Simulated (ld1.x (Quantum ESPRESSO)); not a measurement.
**An all-electron radial function and its pseudo partner (K)**

Columns: radius, all-electron u(r) and pseudo u(r) of the 3p shell (level -19.82 eV) of potassium in the configuration [Ne] 3s2 3p6 3d0.5 4s0.5 4p0; PBE, scalar-relativistic, RRKJ scheme, ld1.x (Quantum ESPRESSO) 7.5.

| r (bohr) | all-electron | pseudo |
| --- | --- | --- |
| 0.210 | 0.4341 | -0.0749 |
| 0.420 | 0.0789 | -0.2734 |
| 0.630 | -0.4211 | -0.5260 |
| 0.840 | -0.7435 | -0.7471 |
| 1.050 | -0.8767 | -0.8715 |
| 1.260 | -0.8800 | -0.8831 |
| 1.470 | -0.8122 | -0.8142 |
| 1.680 | -0.7139 | -0.7139 |
| 1.890 | -0.6085 | -0.6085 |
| 2.100 | -0.5083 | -0.5083 |
| 2.310 | -0.4187 | -0.4187 |
| 2.520 | -0.3416 | -0.3416 |
| 2.730 | -0.2767 | -0.2767 |
| 2.940 | -0.2230 | -0.2230 |
| 3.150 | -0.1789 | -0.1789 |
| 3.360 | -0.1430 | -0.1430 |
| 3.570 | -0.1140 | -0.1140 |
| 3.780 | -0.0906 | -0.0906 |
| 3.990 | -0.0719 | -0.0719 |
| 4.200 | -0.0570 | -0.0570 |
| 4.410 | -0.0452 | -0.0452 |
| 4.620 | -0.0358 | -0.0358 |
| 4.830 | -0.0283 | -0.0283 |
| 5.040 | -0.0223 | -0.0223 |
| 5.250 | -0.0176 | -0.0176 |
| 5.460 | -0.0139 | -0.0139 |

Problem. How many radial nodes do the two functions have?

Solution. The all-electron 3p function has n − l − 1 = 1; the pseudo-wave has 0, since the states of the same l below it are removed with the core.

Problem. At about which radius was the pseudo-wave matched?

Solution. 1.70 bohr, where the columns begin to agree (steps of 0.21 bohr).

Problem. Where does each function peak?

Solution. Outermost all-electron maximum near 1.26 bohr, pseudo maximum near 1.26 bohr (to the table’s step).

Problem. Is the pseudo-wave norm-conserving?

Solution. Yes: the RRKJ scheme keeps the norm inside the radius equal to the all-electron one, which fixes the energy derivative of the logarithmic derivative at the level.
